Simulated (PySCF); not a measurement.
Computed with PBE in PySCF with Zr def2-TZVP with ECP28, O def2-TZVP; scalar-relativistic core potentials, no spin–orbit coupling; density-fitted integrals. Open shells, if any, are unrestricted.

What shape and geometry does isolated singlet ZrO₂ take (every ligand bound to Zr)?

Formally Zr is in oxidation state +4, d0. A d0 centre has no lone pair, yet it is C2v rather than linear: covalent bonding through the d orbitals favours lower symmetry. The polar-tensor charge on Zr, 1.66, is far below the formal one. The lowest minimum found is a singlet of C2v symmetry with Zr–O 1.782 Å (×2); O–Zr–O 106.7°. Its harmonic wavenumbers are 306 (a1), 845 (b2), 910 (a1) cm⁻¹ and its dipole moment is 7.44 D.

This need not be the most stable arrangement of these atoms.
